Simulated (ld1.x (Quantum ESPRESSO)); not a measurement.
## vanadium, TM: configuration errors across variants

ld1.x (Quantum ESPRESSO) 7.5 input, shortened:

```
&input
   title='V', zed=23., rel=1, dft='PBE', iswitch=3,
   config='[Ar] 3d3 4s2 4p0'
 /
 &inputp
   pseudotype=2, tm=.true., lloc=2,
   nlcc=.true., new_core_ps=.true., rcore=0.80
 /
3
4S  1  0   2.00   0.00  2.40  2.40  0.0
3P  2  1   6.00   0.00  1.20  1.20  0.0
3D  3  2   3.00   0.00  1.85  1.85  0.0
 &test
   configts(1)='3p6 3d3 4s2 4p0'
 /
```

All-electron excitation energies from the reference (eV): (1) 3p6 3d3 4s1 4p0 7.735; (2) 3p6 3d3 4s0 4p0 22.031; (3) 3p6 3d2 4s0 4p0 50.928; (4) 3p6 3d1 4s0 4p0 96.802; (5) 3p6 3d4 4s0 4p0 7.197; (6) 3p6 3d3 4s0 4p2 6.855; (7) 3p6 3d2 4s2 4p0 10.974.

A true bound ghost makes a file unfit for plane-wave use even where its test errors are small: the radial tests pick states by their node count and pass the ghost by.

Errors AE − PS in meV (a dash: test not solved or not reliable):

| change | (1) | (2) | (3) | (4) | (5) | (6) | (7) | bound ghosts |
| --- | --- | --- | --- | --- | --- | --- | --- | --- |
| base | -3.3 | -27 | +61 | +348 | -112 | -287 | -8.1 | s |
| wave 4s (bound): rc 2.40 bohr becomes 4s (bound): rc 1.52 bohr | -4.2 | -27 | -104 | -64 | -34 | -289 | -24 | s |
| wave 4s (bound): rc 2.40 bohr becomes 4s (bound): rc 1.90 bohr | -0.8 | -13 | -10 | +154 | -53 | -276 | +24 | s |
| wave 4s (bound): rc 2.40 bohr becomes 4s (bound): rc 2.24 bohr | -3.0 | -26 | +52 | +325 | -105 | -287 | -2.1 | s |
| wave 4s (bound): rc 2.40 bohr becomes 4s (bound): rc 2.58 bohr | -3.5 | -28 | +64 | +355 | -114 | -287 | -10 | s |
| wave 4s (bound): rc 2.40 bohr becomes 4s (bound): rc 2.94 bohr | -3.1 | -31 | +17 | +251 | -90 | -290 | +16 | s |
| wave 4s (bound): rc 2.40 bohr becomes 4s (bound): rc 3.18 bohr | -3.4 | -40 | -44 | +125 | -66 | -296 | +46 | s |

Task: Give the same row for: wave 4s (bound): rc 2.40 bohr becomes 4s (bound): rc 3.56 bohr.

Result: -5.2, -68, -177, -136, -24, -314, +104; bound ghosts: s.
